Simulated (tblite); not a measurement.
C6H11O2 (doublet state).
Atom-mapped SMILES: `[CH3:1][CH2:2][CH2:3][CH:4][C:5](=[O:6])[O:7][CH3:8]` (hydrogens: H9, H10, H11 on C1; H12, H13 on C2; H14, H15 on C3; H16 on C4; H17, H18, H19 on C8)
Bond orders are those of one Lewis drawing.

Computed with GFN2-xTB (tblite), gas phase: L-BFGS steps from a force-field or distance-geometry start until the largest atomic force falls under 0.01 eV/Å.

Step 0: E = -721.9996 eV
```
atom  x, y, z in Å  |  force x, y, z in eV/Å
C1     -3.2381    0.2448   -0.3267   -0.820   0.263   0.019
C2     -1.8611   -0.3545   -0.4417   -0.014  -0.667   0.270
C3     -0.9736    0.0312    0.7617    0.154   0.189   0.270
C4      0.3716   -0.5700    0.6509    0.122   0.209   0.075
C5      1.5083    0.2061    0.1873   -1.222  -0.423   0.187
O6      1.4457    1.3736   -0.1687    0.464  -0.496   0.139
O7      2.6067   -0.5828    0.1875    0.717   0.662  -0.251
C8      3.7981    0.0734   -0.2558   -0.018  -0.347  -0.086
H9     -3.7500   -0.0961    0.5831    0.168   0.071  -0.235
H10    -3.2011    1.3398   -0.2984    0.052  -0.258  -0.017
H11    -3.8582   -0.0483   -1.1883    0.240   0.100   0.296
H12    -1.9491   -1.4539   -0.4877    0.088   0.304   0.037
H13    -1.3956   -0.0234   -1.3571    0.253   0.156  -0.243
H14    -0.9094    1.1257    0.8250    0.178  -0.164  -0.267
H15    -1.4527   -0.2982    1.6919   -0.056  -0.207  -0.168
H16     0.5231   -1.6209    0.9061   -0.021   0.469  -0.178
H17     4.0354    0.9184    0.3934   -0.134   0.086  -0.139
H18     3.6764    0.3915   -1.2980   -0.014   0.166   0.214
H19     4.6140   -0.6470   -0.2073   -0.139  -0.114   0.078
```

Step 1: E = -722.0523 eV
```
atom  x, y, z in Å  |  force x, y, z in eV/Å
C1     -3.2498    0.2486   -0.3264   -0.097  -0.006   0.046
C2     -1.8613   -0.3640   -0.4378   -0.068   0.088   0.013
C3     -0.9714    0.0339    0.7656    0.056  -0.021   0.116
C4      0.3733   -0.5670    0.6519   -0.222   0.040   0.176
C5      1.4908    0.2001    0.1900   -0.221  -0.242  -0.008
O6      1.4523    1.3665   -0.1667    0.247  -0.258   0.085
O7      2.6169   -0.5733    0.1839    0.071   0.229  -0.029
C8      3.7978    0.0684   -0.2570    0.061   0.080  -0.049
H9     -3.7476   -0.0951    0.5797    0.002   0.022  -0.041
H10    -3.2004    1.3361   -0.2986    0.038  -0.070  -0.012
H11    -3.8548   -0.0469   -1.1841    0.041   0.035   0.070
H12    -1.9478   -1.4496   -0.4872    0.049  -0.048   0.045
H13    -1.3920   -0.0212   -1.3605    0.090   0.020   0.049
H14    -0.9069    1.1233    0.8212    0.154  -0.027  -0.236
H15    -1.4535   -0.3012    1.6895   -0.053  -0.184  -0.088
H16     0.5228   -1.6142    0.9035    0.000   0.321  -0.136
H17     4.0334    0.9197    0.3915   -0.093   0.031  -0.184
H18     3.6762    0.3938   -1.2950    0.014   0.171   0.110
H19     4.6120   -0.6487   -0.2062   -0.067  -0.181   0.073
```

**Question.** Estimate the geometry and energy of step 2. (The exact step hangs on the optimiser's Hessian estimate; all steps are aligned on step 1, rigid shifts and turns removed.)

**Answer.** E = -722.0651 eV, largest force 0.233 eV/Å
```
atom  x, y, z in Å  |  force x, y, z in eV/Å
C1     -3.2534    0.2490   -0.3255    0.101  -0.030   0.027
C2     -1.8626   -0.3638   -0.4370   -0.034   0.103  -0.011
C3     -0.9700    0.0339    0.7683   -0.086  -0.002   0.019
C4      0.3695   -0.5658    0.6554   -0.141   0.058   0.117
C5      1.4841    0.1947    0.1902    0.083  -0.125  -0.038
O6      1.4579    1.3607   -0.1648    0.121  -0.090   0.035
O7      2.6198   -0.5677    0.1829   -0.096  -0.039   0.053
C8      3.7989    0.0692   -0.2582    0.064   0.088  -0.028
H9     -3.7472   -0.0945    0.5785   -0.056  -0.007   0.047
H10    -3.1996    1.3343   -0.2989    0.024  -0.001  -0.004
H11    -3.8535   -0.0461   -1.1822   -0.028   0.005  -0.011
H12    -1.9467   -1.4498   -0.4863    0.040  -0.035   0.043
H13    -1.3898   -0.0205   -1.3601    0.047   0.004   0.098
H14    -0.9036    1.1225    0.8162    0.134   0.002  -0.190
H15    -1.4546   -0.3050    1.6875   -0.071  -0.156  -0.035
H16     0.5227   -1.6073    0.9006    0.003   0.109  -0.070
H17     4.0314    0.9204    0.3877   -0.042   0.083  -0.131
H18     3.6764    0.3974   -1.2924    0.025   0.172   0.019
H19     4.6105   -0.6523   -0.2046   -0.086  -0.139   0.061
```

The energy changes by -0.0128 eV. The first-order estimate −F·Δx gives -0.0186 eV and the mean of the old and new forces, exact on a quadratic surface, -0.0128 eV. The step makes an angle of 11° with the force vector and moves no atom by more than 0.009 Å.

The cost below is that of the whole relaxation. Hardware: one thread, Arm Neoverse N1 (aarch64), shared host with 64 logical CPUs at a one-minute load of 46. Cost: 0.5 s wall.
